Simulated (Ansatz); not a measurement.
```yaml
crystal:
  periodic: [false, false, false]
  atoms:
    - {symbol: C, position_ang: [-0.276332, 1.782731, 1.812400]}
    - {symbol: Al, position_ang: [0.795926, 0.245155, 0.562856]}
    - {symbol: C, position_ang: [0.601515, -1.603391, 1.033541]}
    - {symbol: N, position_ang: [0.510464, 0.440332, -1.215940]}
    - {symbol: Si, position_ang: [-1.389798, -0.569380, -1.599301]}
    - {symbol: H, position_ang: [-0.140121, 2.597294, 1.281441]}
    - {symbol: H, position_ang: [-1.344008, 1.202118, 1.592690]}
    - {symbol: H, position_ang: [0.310023, 1.471938, 2.590723]}
    - {symbol: H, position_ang: [2.202885, 0.848470, 0.390721]}
    - {symbol: H, position_ang: [1.022336, -2.223135, 0.297278]}
    - {symbol: H, position_ang: [1.247288, -2.082041, 1.805282]}
    - {symbol: H, position_ang: [-0.393177, -1.808806, 1.088197]}
    - {symbol: H, position_ang: [0.775403, 0.429900, -1.724710]}
    - {symbol: H, position_ang: [-0.147577, 1.348078, -1.405614]}
    - {symbol: H, position_ang: [-1.630903, 0.113150, -2.888122]}
    - {symbol: H, position_ang: [-2.253339, -0.474988, -0.796680]}
    - {symbol: H, position_ang: [-0.522423, -1.903204, -1.968683]}
basis:
  gaussian: {orbitals: def2-mTZVPP}
magnetization: {spin_polarized: true, initial_magnetization: 1}
hamiltonian: {xc: {name: PBE0-DH}}
scf: {lower_state_search: light}
output: {forces: true}
```

```sh
$ ansatz run in.yaml --threads 4 --pin off --events-out ev --progress --plain --max-ram 11315MiB
```

It prints (some lines left out):

```
Error: a molecule whose nuclei and cores have a total charge of 58 cannot have a net charge of 0 together with 1 unpaired electrons
```

(1) What is wrong with this run?

## Answers

(1) The number of unpaired electrons doesn't fit the electron count. The input was rejected before any iteration.
